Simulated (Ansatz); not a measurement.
Consider the formal exchange of groups at a B–C bond: `BC(C)[SiH2]S` + `N[SiH3]` → `B[SiH2]N` + `CC[SiH2]S`.

Program: Ansatz. Geometries: PBE0-D4/def2-TZVP. ΔE: electronic, gas phase. CCSD(T)/CBS adds triple-zeta CCSD(T) − MP2 to the extrapolated MP2 energy (def2 sets, frozen cores). This one scheme is used for every species. DFT in def2-TZVPP. Each species was taken in one conformer, which may not be the lowest.

CCSD(T)/CBS gives +9.5 kcal/mol.

Q: Another level gave +9.6 kcal/mol. Which?
A. BLYP/def2-TZVPP
B. r2SCAN0/def2-TZVPP
C. MP2/def2-TZVPP
D. HF/def2-TZVPP

A: B. r2SCAN0 9.6, MP2/def2-TZVPP 11.5, BLYP 7.5, HF/def2-TZVPP 5.8 kcal/mol.

Q: What do rigid-rotor, harmonic-oscillator terms from PBE0-D4/def2-TZVP frequencies (298.15 K, 1 bar) make of the CCSD(T)/CBS value? (An estimate is asked.)

A: Ansatz gave: ΔZPE = +0.8 kcal/mol, ΔH = +10.4 kcal/mol, ΔS = 9 J/(mol·K), ΔG = +9.8 kcal/mol. Modes under 50 cm⁻¹ make the entropy rough.

Largest T1 diagnostic among the species: 0.011.

Leaving LDA and LC-ωPBE aside and taking each functional with its dispersion term where it has one, the values, not all of them listed here, spread over 1.8 kcal/mol, from ωB97X-V to ωB97M-V. LDA lies +3.3 kcal/mol from PBE without D4. At CCSD(T), def2-SVP lies +0.9 kcal/mol from the extrapolated value and def2-TZVPP +0.0 kcal/mol.
